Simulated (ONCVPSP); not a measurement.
**Before and after: ONCV potential for Ne**

```json
{
  "Element": "Ne (Z = 10)",
  "Generator": "ONCVPSP 4.0.1",
  "Type": "optimised norm-conserving Vanderbilt (ONCV)",
  "Functional": "PBE",
  "Relativity": "non-relativistic",
  "Frozen core": "[He]",
  "Valence charge": "8",
  "Reference configuration": "2s2 2p4.5 (charge +1.5)",
  "Partial waves": "2s: rc 0.45 bohr, ncon 3, nbas 6, qcut 15.7 1/bohr, 2 projectors, debl 1.1 Ha; 2p: rc 1.30 bohr, ncon 4, nbas 8, qcut 10.6 1/bohr, 2 projectors, debl 1.2 Ha",
  "Local potential": "polynomial inside 0.35 bohr (lpopt 5, dvloc0 3 Ha)",
  "Core correction": "Teter function, fcfact 2, rcfact 1.75"
}
```

In the s channel the program set the typed energies aside and used -2.439, 0.250 Ha. In the p channel the program set the typed energies aside and used -1.585, 0.250 Ha.

All-electron outer shells of the reference configuration (PBE, non-relativistic, ld1.x):

| shell | level (eV) | outermost node (bohr) | outermost maximum (bohr) |
| --- | --- | --- | --- |
| 1s | -865.64 | – | 0.10 |
| 2s | -66.38 | 0.22 | 0.67 |
| 2p | -43.14 | – | 0.59 |

Change: p: qcut 6.

Cutoffs: the cutoffs (Ha) at which the residual kinetic energy of the hardest occupied pseudo-wave falls to 1 and 0.1 mHa per electron; they do not see the model core or the augmentation charge, which bear on the density cutoff. Errors are all-electron minus pseudo energies relative to the spin-unpolarised reference configuration.

Question: How do hardness, ghosts and transferability respond?

Answer: The potential gets neither clearly harder nor softer (524 Ha and 964 Ha → 524 Ha and 964 Ha); both files keep a bound ghost (s); of the 4 tests that both files solve, the error grows in 4 and shrinks in 0 by more than 15 % and 0.3 meV (median size 77.8 → 223.0 meV); the range in which the p phases agree narrows (upper end at the end of the scan → 1.5).

| quantity | base | changed |
| --- | --- | --- |
| cutoff, loose | 524 Ha | 524 Ha |
| cutoff, tight | 964 Ha | 964 Ha |
| loose cutoff by channel | s 524 Ha, p 43 Ha | s 524 Ha, p 119 Ha |
| bound ghosts | s | s |
| GHOST(+) flags under 300 eV | none | p at 84.6 eV |
| error for 2s2 2p6, meV [ΔE -41.31 eV] | +121 | +351 |
| error for 2s2 2p5, meV [ΔE -18.82 eV] | +23 | +64 |
| error for 2s2 2p4, meV [ΔE 24.46 eV] | +35 | +95 |
| error for 2s2 2p2, meV [ΔE 186.52 eV] | +1714 | +4327 |
| s: phases at 0.46 bohr within 0.05 rad from the reference energy up to (Ha; the scan ends near 5) | to the end of the scan | to the end of the scan |
| p: phases at 1.32 bohr within 0.05 rad from the reference energy up to (Ha; the scan ends near 5) | to the end of the scan | 1.5 |
| rms error of d²Exc/dni dnj with the model core, mHa | 2.56 | 2.75 |

 A true bound ghost makes a file unfit for plane-wave use even where its test errors are small: the radial tests pick states by their node count and pass the ghost by.
